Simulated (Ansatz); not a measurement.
Conformers of CH5F3Si2 (`F[SiH2]C[SiH](F)F`), each relaxed with PBE0-D4/def2-TZVP in Ansatz. CBS adds the triple-zeta coupled-cluster correction to the MP2 limit.

Not all of them had a frequency check.

Conformer A:

```xyz
11

F     2.232   -0.453   -0.456
Si    1.280    0.836   -0.511
C    -0.236    0.494    0.512
Si   -1.090   -1.111    0.206
F    -1.364   -1.269   -1.352
F    -2.510   -1.104    0.921
H     0.921    1.081   -1.927
H     2.049    1.979    0.037
H     0.028    0.544    1.575
H    -0.955    1.302    0.322
H    -0.355   -2.300    0.674
```

Conformer B:

Cartesian coordinates in Å:
```
F 1.854 -0.013 -2.237
Si 0.787 0.631 -1.230
C 0.265 -0.684 -0.018
Si -0.968 -0.213 1.265
F -0.403 0.997 2.127
F -2.299 0.298 0.561
H 1.448 1.761 -0.538
H -0.363 1.099 -2.036
H -0.147 -1.528 -0.584
H 1.161 -1.050 0.498
H -1.336 -1.298 2.195
```

Problem. Which is lowest in electronic energy at CCSD(T)/CBS (frozen core, def2 sets), and by how much? (Estimate.)

Solution. The calculation gave: B; A lies 0.7 kJ/mol higher. Gaps under about 2 kJ/mol don't settle the order.

Problem. Give the energies relative to B (kJ/mol) with PBE-D4/def2-TZVPP, PBE0-D4/def2-TZVPP, PBE/def2-TZVPP, PBE0/def2-TZVPP, B3LYP/def2-TZVPP, MP2/def2-QZVPP, SCS-MP2/def2-QZVPP. (An estimate is asked.)

Solution. Computed: 
| level | A |
| --- | --- |
| PBE-D4/def2-TZVPP | 0.6 |
| PBE0-D4/def2-TZVPP | 0.6 |
| PBE/def2-TZVPP | 0.8 |
| PBE0/def2-TZVPP | 0.8 |
| B3LYP/def2-TZVPP | 0.8 |
| MP2/def2-QZVPP | 0.7 |
| SCS-MP2/def2-QZVPP | 0.7 |

B3LYP here is the variant with VWN-RPA as its local correlation; programs differ in this.
